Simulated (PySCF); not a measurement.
## Excitation energy of Co²⁺ by level of theory

Co²⁺ [Ar] 3d7 (4F) → Co²⁺ [Ar] 3d6 4p1 (high-spin determinant), as a difference of total energies. All numbers are calculated (PySCF 2.14, the non-relativistic Hamiltonian (point nucleus), in dyall-av2z). Correlated levels: valence: [Ar] frozen; virtual orbitals above 40 to 60 times the deepest correlated orbital energy dropped. The calculations carry no spin-orbit coupling.

```
           method  excitation energy (cm⁻¹)
              UHF                     89255
    MP2 (valence)                     99928
SCS-MP2 (valence)                    101750
   CCSD (valence)                     98466
CCSD(T) (valence)                     98583
```

A first-order spin-orbit estimate (lowest level to lowest level, LS coupling) adds 0.062 eV.

The determinant of the upper state mixes LS terms, which raises its energy above the lowest term, most at the Hartree-Fock and MP2 levels.
